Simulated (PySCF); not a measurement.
F2H2SSi. Atoms are numbered in the order given.

```xyz
6

Si    -0.3875     0.2270     0.3637
F     -1.5495    -0.7812    -0.1040
F     -0.5806     1.6044    -0.4489
S      1.4357    -0.7140    -0.1433
H     -0.5474     0.5439     1.7970
H      2.1724     0.2925     0.3796
```
Charge 0, spin multiplicity 1.

The structure is a stationary point at PBE0-D3(BJ)/def2-SVP. Other conformers were not sampled.

These are ωB97X/def2-TZVPD (PySCF) values and carry that method's errors.

Gas-phase values at a fixed geometry.

### Question
Estimate the frontier levels, gap, dipole moment and polarisability. (The exact figures need the calculation; the answer reports its results.)

### Answer

| Quantity | Result |
|---|---|
| highest occupied level | -10.72 eV |
| lowest empty level | 1.36 eV |
| orbital gap | 12.08 eV |
| dipole moment | 2.01 D |
| quadrupole, principal values (traceless, Buckingham form, about the centre of nuclear charge) | -4.61, 1.51, 3.10 D·Å |
| mean static polarisability | 45.7 bohr³ (6.78 Å³) |
| polarisability, principal values | 41.5, 42.3, 53.4 bohr³ |
